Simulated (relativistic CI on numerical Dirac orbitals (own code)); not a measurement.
Cr XIX: sensitivity of the levels to the model

Base calculation: Dirac-Coulomb-Breit CI, KLI orbitals optimised for each configuration, model QED (radiative potential, 1s self-energy scaled to tabulated hydrogen-like ionisation energies), unscaled Slater integrals.

Configurations in the expansion (outside the closed core 1s2): 2s2 2p2, 2s 2p3, 2p4, 2p3 3s, 2p3 3p, 2p3 3d, 2s2 2p 3s, 2s2 2p 3p, 2s2 2p 3d, 2s 2p2 3s, 2s 2p2 3p, 2s 2p2 3d, 2s2 2p 4s, 2s2 2p 4p, 2s2 2p 4d, 2s2 2p 4f. Levels of other configurations are missing.

The lowest level and the first level of each name with at least 55 % of one term (blank where a level has no safe partner in the second run):

```
       Level  Base (cm⁻¹)  Shift (cm⁻¹)
2s2 2p2 3P_0            0             0
2s2 2p2 3P_1        47617          -157
2s2 2p2 3P_2        82692          -206
2s2 2p2 1D_2       186859          -289
2s2 2p2 1S_0       299761          -165
2s 2p3 5S°_2       395456         +2433
2s 2p3 3D°_2       674016         +2480
2s 2p3 3D°_1       675303         +2488
2s 2p3 3D°_3       689023         +2409
2s 2p3 3P°_0       792352         +2411
2s 2p3 3P°_1       797310         +2387
2s 2p3 3P°_2       807851         +2343
2s 2p3 3S°_1       970462         +2495
2s 2p3 1D°_2       987541         +2398
```

At this charge energies of transitions that change n are usually good to better than 1 %, and those within a shell (Δn = 0) to a few per cent.

**Question.** One thing was changed in a second run, which moved the levels as shown. Which?
A. only the first 3 configurations
B. configuration mixing switched off
C. P86 correlation estimate
D. QED terms removed
E. Breit term removed

**Answer.** D. QED terms removed. QED shifts follow the density of s (and p1/2) electrons at the nucleus, so configurations move by their count of such electrons; where none moves, the smaller shifts of p3/2 electrons and of j = l + 1/2 against j = l − 1/2 set the pattern.

LS names give the leading component of a level, which can be under half, so a name can repeat, a term be missing and a line seem to break the LS rules.
